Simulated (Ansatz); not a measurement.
Mulliken charges of BClFH3Si (`FB[SiH2]Cl`) from PBE/def2-TZVPP in Ansatz (PBE0-D4/def2-TZVP geometry).

```json
{"atom": "F1", "x (Å)": "-1.076", "y (Å)": "-1.882", "z (Å)": "-0.183", "charge (e)": "-0.148"}
{"atom": "B2", "x (Å)": "-0.054", "y (Å)": "-1.203", "z (Å)": "0.293", "charge (e)": "0.251"}
{"atom": "Si3", "x (Å)": "0.170", "y (Å)": "0.775", "z (Å)": "-0.124", "charge (e)": "0.235"}
{"atom": "Cl4", "x (Å)": "-1.344", "y (Å)": "1.478", "z (Å)": "-1.329", "charge (e)": "-0.222"}
{"atom": "H5", "x (Å)": "0.729", "y (Å)": "-1.807", "z (Å)": "0.979", "charge (e)": "-0.020"}
{"atom": "H6", "x (Å)": "0.171", "y (Å)": "1.565", "z (Å)": "1.135", "charge (e)": "-0.048"}
{"atom": "H7", "x (Å)": "1.465", "y (Å)": "1.007", "z (Å)": "-0.817", "charge (e)": "-0.048"}
```

Question: By hand: the dipole of these point charges (1 e Å = 4.8032 D).

Answer: Σ q r = (0.391, -0.257, 0.332) e Å, of length 0.574 e Å = 2.76 D.

Question: How does the dipole of the full density compare? (Estimate.)

Answer: The calculation gave: (0.245, -0.090, 0.188) e Å, 1.55 D; the point charges give 1.78 times that, at 11° from its direction.

Point charges leave out the atoms' own dipoles, such as those of lone pairs, and Mulliken's split depends on the basis, so the two needn't agree.
